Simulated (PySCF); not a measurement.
**What each rung costs, and what it gives**

Saddle point of BNH₆O₂, closed shell (BH₃O₂ ([OH][BH][OH]) + NH₃ → BNH₄O₂ ([NH2][B]([OH])[OH]) + H₂; bonds formed: H2–H5; dative contacts that become bonds: B1–N6; bonds broken: B1–H2, H5–N6), PBE0-D4/def2-TZVP structure:

```csv
atom,x (Å),y (Å),z (Å)
B1,0.3387,0.0314,-0.1283
H2,0.3863,0.8875,1.1052
O3,0.4004,0.9158,-1.2094
O4,1.3012,-0.9603,-0.0301
H5,-0.5117,0.3335,1.1020
N6,-1.0661,-0.5261,0.3074
H7,-0.0525,1.7468,-1.0674
H8,2.1427,-0.6600,-0.3792
H9,-1.8602,-0.2632,-0.2586
H10,-1.0787,-1.5052,0.5582
```

Barriers are electronic and count from the start structure reached by relaxing down the imaginary mode.

Computed with PySCF 2.14 with density fitting (its default auxiliary sets; JK sets also for MP2 and CCSD(T)) (basis: as named in each row); correlated methods freeze the cores. B3LYP uses VWN-RPA correlation. Extrapolation: Hartree–Fock as exp(−7.88 √X), correlation as X^−2.97.

Times are rough, for one single point on 4 threads of a shared host (Arm Neoverse V1).

The estimate by CCSD(T) at an estimated basis limit (MP2 extrapolated from triple and quadruple zeta, plus CCSD(T) − MP2 in triple zeta) is 40.15 kcal/mol.

```
   method       basis  time (s)  barrier (kcal/mol)  method less estimate
       HF      STO-3G   under 1               71.60                 31.45
 B3LYP-D4       6-31G         3               42.30                  2.15
  PBE0-D4    def2-SVP         4               33.26                 -6.89
   PBE-D4    def2-SVP         5               29.06                -11.09
      MP2  def2-QZVPP         5               39.52                 -0.64
    SPW92  def2-TZVPP        10               28.54                -11.61
  PBE0-D4  def2-TZVPP        12               35.51                 -4.64
 B3LYP-D4  def2-TZVPP        12               37.19                 -2.96
 BHLYP-D4  def2-TZVPP        12               41.29                  1.14
   PBE-D4  def2-TZVPP        13               32.21                 -7.94
  CCSD(T)    def2-SVP        23               39.83                 -0.32
r2SCAN-D4  def2-TZVPP        32               34.43                 -5.72
  wB97M-V  def2-TZVPP       180               38.08                 -2.07
  CCSD(T)  def2-TZVPP       530               40.49                  0.34
```

All methods are single points on the PBE0-D4 structures.

The T1 diagnostic stays at or below 0.012.

The step is the kind of exchange with an N–H group that builds nitride films in atomic layer and chemical vapour deposition.

Labels in which every atom is bracketed show which atoms are joined, not bond orders.
